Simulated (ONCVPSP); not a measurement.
LDA (Perdew-Wang 92) ONCV dataset for Tl (Z = 81), scalar-relativistic all-electron reference.

Input for ONCVPSP 4.0.1:

```
# ATOM AND REFERENCE CONFIGURATION
# atsym  z   nc   nv     iexc    psfile
  Tl 81.00   13    2  -001012      upf
#
#   n    l    f
    1    0    2.00
    2    0    2.00
    2    1    6.00
    3    0    2.00
    3    1    6.00
    3    2   10.00
    4    0    2.00
    4    1    6.00
    4    2   10.00
    4    3   14.00
    5    0    2.00
    5    1    6.00
    5    2   10.00
    6    0    2.00
    6    1    1.00
#
# PSEUDOPOTENTIAL AND OPTIMIZATION
# lmax
    2
#
#   l,   rc,      ep,       ncon, nbas, qcut
    0    1.65    0.00    4    8    4.50
    1    3.15    0.00    4    7    2.20
    2    2.35    0.09    4    7    4.70
#
# LOCAL POTENTIAL
# lloc, lpopt,  rc(5),   dvloc0
    4    3    1.60    0.00
#
# VANDERBILT-KLEINMAN-BYLANDER PROJECTORs
# l, nproj, debl
    0    2    0.80
    1    2    1.80
    2    3    3.10
#
# MODEL CORE CHARGE
# icmod, fcfact, rcfact
    3    2.75    1.50
#
# LOG DERIVATIVE ANALYSIS
# epsh1, epsh2, depsh
   -2.00    5.00    0.02
#
# OUTPUT GRID
# rlmax, drl
    6.00    0.01
#
# TEST CONFIGURATIONS
# ncnf
    4
# nvcnf
#   n    l    f
    2
    6    0    2.00
    6    1    0.00
#
    2
    6    0    1.00
    6    1    0.00
#
    2
    6    0    2.00
    6    1    0.50
#
    2
    6    0    1.00
    6    1    2.00
#
```

Command:

```bash
oncvpsp.x < Tl.dat > Tl.out
```

Output (shortened: citation, most of the input echo, consistency checks and plot data are left out):

```
ONCVPSP  (Optimized Norm-Conservinng Vanderbilt PSeudopotential)
scalar-relativistic version 4.0.1

#   n    l    f        energy (Ha)
    1    0    2.00    -3.1446741E+03
    2    0    2.00    -5.5994934E+02
    2    1    6.00    -4.8171799E+02
    3    0    2.00    -1.3364188E+02
    3    1    6.00    -1.1113319E+02
    3    2   10.00    -8.7795729E+01
    4    0    2.00    -2.9800390E+01
    4    1    6.00    -2.2421504E+01
    4    2   10.00    -1.3777175E+01
    4    3   14.00    -4.2042970E+00
    5    0    2.00    -4.8252277E+00
    5    1    6.00    -2.8025328E+00
    5    2   10.00    -5.7415687E-01
    6    0    2.00    -3.6123179E-01
    6    1    1.00    -9.4660486E-02

Reference configufation results
  iterations    24
  all-electron total energy (Ha)   -2.02349716D+04

Begin loop to  construct optimized pseudo wave functions
and semi-local pseudopoentials for all angular momenta

   Wellstate for l =  0  n =  7
     eigenvalue =   0.4388
     asymptotic potential =   0.9388
     half-point radius =  4.9355

Calculating optimized projector #   1

 for l=   0

    Fraction of norm inside rc  0.150870
    Optimizing pswf for qcut=   4.49 a_B^-1,  ecut=  10.09 Ha

optimize: ERROR ps0norm > uunorm, code will stop
```

The run stopped because the continuity conditions at rc already need more norm inside rc than the all-electron wave has, so norm conservation cannot be met.

The run took about 0.25 s on one core of a shared server CPU.
